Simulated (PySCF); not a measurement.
CH5FOSi2, SMILES F[Si@H]1CO[SiH2]1. The structure is a stationary point at PBE-D3(BJ)/def2-SVP. The structure was generated by enumeration; whether it is a known compound was not checked.

Computed equilibrium geometry at PBE-D3(BJ)/def2-SVP (PySCF confirms it by a frequency run) as a Z-matrix:
```
Si
F 1 1.6461
H 1 1.5061 2 106.44
C 1 1.9319 3 114.56 2 -130.66
H 4 1.1119 1 116.15 3 14.88
H 4 1.1144 5 107.61 1 -127.86
O 4 1.4516 5 109.57 6 -121.42
Si 7 1.7208 4 107.40 5 -139.69
H 8 1.5044 7 110.87 4 136.63
H 8 1.5080 9 108.27 7 -125.47
```
Charge 0, spin multiplicity 1.
